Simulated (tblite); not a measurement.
Species: C4H14O2Si3.
SMILES with atom numbers: `[CH3:1][Si@@:2]1([CH2:3][CH2:4][SiH3:5])[CH2:6][O:7][SiH2:8][O:9]1` (hydrogens: H10, H11, H12 on C1; H13, H14 on C3; H15, H16 on C4; H17, H18, H19 on Si5; H20, H21 on C6; H22, H23 on Si8)

Computed with GFN2-xTB (tblite), gas phase: L-BFGS steps from a force-field or distance-geometry start until the largest atomic force falls under 0.01 eV/Å.

The end geometry, which sets the zero of energy:
```
atom  x, y, z in Å
C1     -1.3191   -1.9882   -0.1057
Si2    -0.8993   -0.1596    0.1828
C3      0.8785    0.1459    0.7750
C4      1.9153   -0.4995   -0.1452
Si5     3.7001   -0.1802    0.4281
C6     -1.4018    0.9380   -1.3252
O7     -2.4647    1.7723   -0.8946
Si8    -2.9595    1.6643    0.6486
O9     -1.9618    0.4994    1.2388
H10    -1.1897   -2.5594    0.8085
H11    -0.6700   -2.4224   -0.8593
H12    -2.3465   -2.1190   -0.4332
H13     1.0777    1.2167    0.8495
H14     0.9952   -0.2574    1.7818
H15     1.7287   -1.5734   -0.1900
H16     1.7757   -0.1256   -1.1612
H17     4.6305   -0.8239   -0.5025
H18     3.8814   -0.7352    1.7717
H19     3.9545    1.2624    0.4570
H20    -0.5966    1.5864   -1.6828
H21    -1.7602    0.3623   -2.1833
H22    -2.6617    2.8839    1.3785
H23    -4.3116    1.1391    0.7186
```

Question: These geometries come from the run, each turned onto the end geometry. Order them by energy, lowest first.
A.
```
atom  x, y, z in Å
C1     -1.5039   -2.0777    0.1450
Si2    -0.9261   -0.2703    0.2193
C3      0.8652   -0.0624    0.8296
C4      1.9250   -0.1609   -0.2702
Si5     3.6942   -0.0519    0.4239
C6     -1.3570    0.6853   -1.4046
O7     -2.3416    1.6502   -1.0716
Si8    -2.7972    1.7907    0.4817
O9     -1.9336    0.5838    1.1886
H10    -1.4516   -2.5299    1.1314
H11    -0.8790   -2.6668   -0.5199
H12    -2.5322   -2.1573   -0.1994
H13     0.9738    0.8911    1.3488
H14     1.0565   -0.8377    1.5736
H15     1.7902   -1.0983   -0.8117
H16     1.7654    0.6342   -0.9999
H17     4.6593    0.0734   -0.6722
H18     3.9936   -1.2634    1.1933
H19     3.8023    1.1180    1.3005
H20    -0.5054    1.2169   -1.8384
H21    -1.7729    0.0473   -2.1903
H22    -2.3236    3.0340    1.0699
H23    -4.2064    1.4785    0.6286
```
B.
```
atom  x, y, z in Å
C1     -1.3526   -1.9879   -0.0025
Si2    -0.8935   -0.1573    0.2150
C3      0.8932    0.1157    0.7990
C4      1.9116   -0.4385   -0.1974
Si5     3.7057   -0.1856    0.3789
C6     -1.3581    0.9236   -1.3193
O7     -2.4593    1.7321   -0.9384
Si8    -2.9791    1.6617    0.5991
O9     -1.9595    0.5435    1.2418
H10    -1.5053   -2.4541    0.9666
H11    -0.5641   -2.5355   -0.5071
H12    -2.2654   -2.1162   -0.5774
H13     1.0951    1.1761    0.9616
H14     1.0384   -0.3729    1.7639
H15     1.7200   -1.5016   -0.3434
H16     1.7582    0.0312   -1.1693
H17     4.6175   -0.6382   -0.6748
H18     3.9396   -0.9539    1.6021
H19     3.9307    1.2360    0.6493
H20    -0.5530    1.5901   -1.6439
H21    -1.6655    0.3426   -2.1928
H22    -2.7371    2.9076    1.3058
H23    -4.3221    1.1083    0.6391
```
C.
```
atom  x, y, z in Å
C1     -1.3747   -2.0407    0.0859
Si2    -0.9243   -0.2047    0.2531
C3      0.8561    0.0325    0.8690
C4      1.8720   -0.3206   -0.2201
Si5     3.6759   -0.1261    0.3478
C6     -1.3092    0.8268   -1.3347
O7     -2.3218    1.7585   -0.9932
Si8    -2.9102    1.7421    0.5205
O9     -2.0065    0.5567    1.2164
H10    -1.4652   -2.4922    1.0695
H11    -0.5988   -2.5777   -0.4515
H12    -2.3144   -2.1948   -0.4369
H13     1.0228    1.0578    1.2033
H14     1.0230   -0.6066    1.7373
H15     1.7005   -1.3477   -0.5493
H16     1.6890    0.3093   -1.0930
H17     4.5636   -0.3098   -0.8030
H18     3.9785   -1.1357    1.3650
H19     3.8678    1.2108    0.9123
H20    -0.4530    1.3951   -1.7105
H21    -1.6840    0.2200   -2.1646
H22    -2.6003    2.9820    1.2091
H23    -4.2916    1.2920    0.5235
```
D.
```
atom  x, y, z in Å
C1     -1.5610   -2.1385    0.2081
Si2    -0.9661   -0.3362    0.3552
C3      0.8385   -0.2882    0.9797
C4      1.7861    0.0043   -0.1864
Si5     3.6149    0.0809    0.3138
C6     -1.1897    0.6323   -1.3208
O7     -2.4169    1.3417   -1.2096
Si8    -2.7559    1.7998    0.3123
O9     -1.9851    0.6382    1.1943
H10    -1.1572   -2.7625    0.9998
H11    -1.2173   -2.5649   -0.7297
H12    -2.6418   -2.2382    0.2264
H13     1.0066    0.4288    1.7856
H14     1.0968   -1.2619    1.3980
H15     1.6258   -0.7438   -0.9671
H16     1.5142    0.9684   -0.6165
H17     4.4363   -0.0897   -0.8866
H18     3.9134   -0.9814    1.2729
H19     3.8715    1.3817    0.9371
H20    -0.3880    1.3791   -1.4146
H21    -1.2119    0.0409   -2.2412
H22    -2.0426    3.0233    0.6214
H23    -4.1757    1.7129    0.5237
```
E.
```
atom  x, y, z in Å
C1     -1.6254   -2.1243    0.1857
Si2    -0.9592   -0.3435    0.2745
C3      0.8361   -0.2289    0.9051
C4      1.8793    0.0044   -0.1928
Si5     3.6976    0.0601    0.3764
C6     -1.2321    0.6194   -1.3767
O7     -2.2198    1.6081   -1.1373
Si8    -2.7550    1.8114    0.3841
O9     -1.9212    0.6297    1.1764
H10    -1.2851   -2.7089    1.0338
H11    -1.2836   -2.6398   -0.7057
H12    -2.7098   -2.1549    0.1813
H13     0.8966    0.5617    1.6525
H14     1.0820   -1.1503    1.4292
H15     1.7781   -0.7774   -0.9481
H16     1.6557    0.9401   -0.7044
H17     4.5633   -0.0439   -0.8019
H18     3.9711   -1.0660    1.2696
H19     4.0242    1.3174    1.0506
H20    -0.3285    1.1278   -1.7175
H21    -1.5692   -0.0025   -2.2074
H22    -2.3265    3.0871    0.9463
H23    -4.1735    1.5001    0.4822
```

Answer: B (0.008 eV), C (0.020 eV), A (0.040 eV), E (0.098 eV), D (0.245 eV).

In the order of the answer:

```csv
step,E above end (eV),largest force (eV/Å),rms force component (eV/Å),rms distance from end (Å),rms bond change (Å),bond most changed (Å)
155,0.008,0.05,0.015,0.167,0.001,Si2–C6 +0.002
132,0.020,0.04,0.012,0.317,0.001,Si8–O9 +0.002
92,0.040,0.05,0.015,0.503,0.002,Si2–C3 +0.005
26,0.098,0.12,0.043,0.634,0.003,Si2–C3 +0.008
12,0.245,0.28,0.073,0.696,0.006,Si2–C6 +0.017
```

The cost below is that of the whole relaxation. Time: 9.2 s. Hardware: an Intel Xeon at 2.50 GHz with one thread, shared host with 64 logical CPUs at a one-minute load of 63.
